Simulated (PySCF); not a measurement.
**Ionisation energy of Mn²⁺ by level of theory**

Mn²⁺ [Ar] 3d5 (6S) → Mn³⁺ [Ar] 3d4 (5D), as a difference of total energies. Calculation: PySCF 2.14, in x2c-TZVPPall with one added diffuse shell each of s, p, d, f type (7s6p5d3f1g, 80 functions); scalar relativity by spin-free X2C-1e. Correlated levels: valence: [Ar] frozen; valence and next inner shell: [Ne] frozen. The calculations carry no spin-orbit coupling.

```csv
method,ionisation energy (eV),plus first-order spin-orbit estimate,error of that sum (eV)
UHF,32.355,32.285,-1.383
LDA,34.421,34.351,+0.683
PBE,34.038,33.968,+0.300
PBE0,33.863,33.793,+0.125
r2SCAN,33.888,33.818,+0.150
B2PLYP,33.492,33.422,-0.246
M06,33.848,33.778,+0.110
r2SCANh,33.841,33.772,+0.104
PW91,34.111,34.041,+0.373
MP2 (valence),33.184,33.114,-0.554
SCS-MP2 (valence),32.631,32.561,-1.107
MP2 (valence and next inner shell),33.792,33.722,+0.054
SCS-MP2 (valence and next inner shell),33.262,33.192,-0.476
```

Reference: 33.668 ± 0.012 eV (measured; NIST Atomic Spectra Database, ionization energies).

A first-order spin-orbit estimate (lowest level to lowest level, LS coupling) adds -0.070 eV.

Errors of the correlated levels include the incompleteness of this basis and the frozen core.
